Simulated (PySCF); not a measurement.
H₄BO₃, charge +1, singlet, at a GFN2-xTB geometry. Base run: MP2/STO-3G run with PySCF.

Here is a job for PySCF.
```python
from pyscf import gto, scf, mp

mol = gto.M(
    atom='''
O     0.94125156   -0.94343766   -0.27587590
B     0.16783123    0.07930902   -0.02149367
O     0.41422978    1.35004150    0.03855453
O    -1.26136055   -0.43334826    0.26131813
H     1.88698970   -0.85838621   -0.41413059
H    -0.15142388    2.07765955    0.29507508
H    -1.30328516   -1.40441468    0.18719957
H    -2.02440304    0.00255155   -0.15264982
''',
    basis='sto-3g',
    charge=1,
    verbose=4,
)

mf = scf.RHF(mol)
mf.kernel()

pt = mp.MP2(mf, frozen=4)
pt.kernel()
print('E(MP2) = %.10f' % pt.e_tot)
mf.analyze()
```

Variants of this job, named by their change:

| change | basis functions | E (Eh) | MP2 correlation (Eh) | SCF-reference HOMO (eV) | SCF-reference HOMO-LUMO gap (eV) |
|---|---|---|---|---|---|
| base | 24 | -248.33711 | -0.16448 | -16.69 | 20.21 |
| basis = pcseg-0 | 44 | -251.14329 | -0.41437 | -19.89 | 17.88 |
| basis = 3-21G | 44 | -250.51250 | -0.40295 | -19.43 | 18.68 |
| basis = 6-31G* | ? | ? | ? | ? | ? |
| basis = pcseg-1 | 76 | -252.04957 | -0.63920 | -19.94 | 17.51 |
| basis = pc-1 | 76 | -252.05223 | -0.63923 | -19.94 | 17.56 |
| basis = cc-pVDZ | 76 | -252.14227 | -0.63924 | -19.67 | 17.73 |
| basis = 6-31+G* | 80 | -252.07647 | -0.60608 | -19.85 | 16.40 |
| basis = 6-311G** | 96 | -252.24321 | -0.68462 | -19.74 | 17.28 |
| basis = 6-311++G** | ? | ? | ? | -19.85 | ? |
| basis = aug-pcseg-1 | ? | ? | ? | ? | ? |
| basis = 6-311+G(2d,p) | ? | ? | ? | ? | ? |
| basis = def2-TZVP | 148 | -252.39271 | -0.79549 | -19.84 | 17.03 |

Problem. Some entries are withheld; supply them.

Solution. 
- basis = 6-31G*, basis functions: 64
- basis = 6-31G*, E (Eh): -252.06139
- basis = 6-31G*, MP2 correlation (Eh): -0.59888
- basis = 6-31G*, SCF-reference HOMO (eV): -19.69
- basis = 6-31G*, SCF-reference HOMO-LUMO gap (eV): 18.26
- basis = 6-311++G**, basis functions: 116
- basis = 6-311++G**, E (Eh): -252.25221
- basis = 6-311++G**, MP2 correlation (Eh): -0.68956
- basis = 6-311++G**, SCF-reference HOMO-LUMO gap (eV): 16.26
- basis = aug-pcseg-1, basis functions: 128
- basis = aug-pcseg-1, E (Eh): -252.09106
- basis = aug-pcseg-1, MP2 correlation (Eh): -0.65994
- basis = aug-pcseg-1, SCF-reference HOMO (eV): -19.88
- basis = aug-pcseg-1, SCF-reference HOMO-LUMO gap (eV): 16.28
- basis = 6-311+G(2d,p), basis functions: 132
- basis = 6-311+G(2d,p), E (Eh): -252.30606
- basis = 6-311+G(2d,p), MP2 correlation (Eh): -0.73447
- basis = 6-311+G(2d,p), SCF-reference HOMO (eV): -19.86
- basis = 6-311+G(2d,p), SCF-reference HOMO-LUMO gap (eV): 16.39

Totals compare only among sets that treat the same electrons; sets with core potentials leave the core out.
